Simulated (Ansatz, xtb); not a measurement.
BF2GaH2: 3 structures ranked

3 gas-phase structures of BF2GaH2, found in a search over its isomers (lower ones may exist). Each was relaxed with GFN2-xTB:

A. a singlet given by its coordinates
B. a singlet given by its coordinates
C. `[BH2][Ga]([F])[F]`, a singlet

A (Å):

```yaml
atoms:
  - { symbol: B, position_ang: [-0.0590, 0.1797, -0.5020] }
  - { symbol: F, position_ang: [-0.3592, -0.5132, 0.7963] }
  - { symbol: F, position_ang: [1.3221, 0.6312, -0.1171] }
  - { symbol: Ga, position_ang: [1.4811, -0.1618, 1.8987] }
  - { symbol: H, position_ang: [0.0126, -0.6154, -1.3669] }
  - { symbol: H, position_ang: [-0.7613, 1.1170, -0.6211] }
```

Close contacts (Å): B1–F2 1.50, B1–F3 1.50, F2–Ga4 2.17, F3–Ga4 2.17, B1–H5 1.18, B1–H6 1.18.

B (Å):

```xyz
6

B    -1.8005   -1.0807   -2.2766
F    -1.5249    0.0374   -1.6129
F    -1.8649   -2.4154    1.9413
Ga   -1.8965   -2.1542    0.1608
H    -0.8895   -1.6950   -2.6863
H    -2.9204   -1.2600   -2.5759
```

Close contacts (Å): B1–F2 1.33, B1–Ga4 2.67, F3–Ga4 1.80, B1–H5 1.17, B1–H6 1.17.

Task: Estimate their order in r2SCAN-D4/def2-SVP energy at these geometries, lowest first.

Result: Calculated order at r2SCAN-D4/def2-SVP: A (0.000), B (0.869), C (1.645) eV.

Energies above the lowest of each column, in eV:

| structure | GFN2-xTB | HF/STO-3G | r2SCAN-D4/def2-SVP |
| --- | --- | --- | --- |
| A | 0.000 | 0.000 | 0.000 |
| B | 0.630 | 2.204 | 0.869 |
| C | 2.042 | 2.103 | 1.645 |

Every level run on A puts it lowest or level with the lowest. Some further structures that were screened fall inside this span and aren't listed. Flexible structures stand in one conformer each, not always the lowest. Frequencies (PBE0-D3(BJ)/def2-SVP) were run for A alone.

Programs: Ansatz 0.2.0, xtb 6.7.1.
